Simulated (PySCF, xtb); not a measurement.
C2H7OSi, SMILES C[SiH](C)[O] (connectivity only; charge and spin as stated), charge -1, multiplicity 1.

Harmonic wavenumbers (cm⁻¹) from xtb 6.7.1 with GFN2-xTB at its own minimum, in rising order: 97, 110, 195, 264, 295, 638, 674, 686, 733, 782, 803, 828, 831, 1257, 1373, 1376, 1538, 1541, 1549, 1555, 1834, 2976, 2982, 2984, 2989, 3001, 3003.

Problem. What does PBE-D3(BJ)/def2-SVPD (PySCF) give at its own minimum? (An estimate is asked for; the answer gives what the named calculation found.)

Solution. 132, 154, 197, 243, 274, 559, 570, 592, 686, 695, 772, 841, 848, 1022, 1145, 1151, 1362, 1367, 1368, 1382, 1876, 2922, 2925, 3011, 3015, 3028, 3029. Paired by order, the mean absolute difference is 83 cm⁻¹ and the zero-point energies are 52.7 and 50.3 kcal/mol.
